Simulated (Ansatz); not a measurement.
Basis sets compared for (ClBe-mu-H)2 (Be₂H₂Cl₂). Total charge 0; singlet. Geometry PBE-D4/def2-TZVP. Ansatz on 4 threads of Arm Neoverse V1 on a shared host; times are rough, and most runs start from earlier orbitals.

```xyz
6

Be    0.588   -0.733   -0.315
Cl    1.672   -2.081   -0.894
H     0.551    0.032    0.956
Be   -0.589    0.732    0.315
Cl   -1.672    2.081    0.894
H    -0.550   -0.031   -0.956
```

Binding counts from free atoms (Be singlet, Cl doublet, H doublet) in the same basis, without a counterpoise term.

| level | functions | energy (Eh) | HOMO (eV) | LUMO (eV) | binding per atom (eV) | wall time |
| --- | --- | --- | --- | --- | --- | --- |
| PBE-D4/def2-SVP | 64 | -950.4747 | -7.41 | -3.22 | 2.99 | 0.45 s |
| PBE0-D4/def2-SVP | 64 | -950.5677 | -8.77 | -2.50 | 2.96 | 0.6 s |

(1) Estimate the rows for PBE-D4/def2-TZVP (with forces), PBE0-D4/def2-TZVP.

## Answers

(1) 
```tsv
level	functions	energy (Eh)	HOMO (eV)	LUMO (eV)	binding per atom (eV)	wall time
PBE-D4/def2-TZVP (with forces)	124	-950.8265	-7.46	-3.25	2.97	0.9 s
PBE0-D4/def2-TZVP	124	-950.9175	-8.80	-2.48	2.95	1.2 s
```
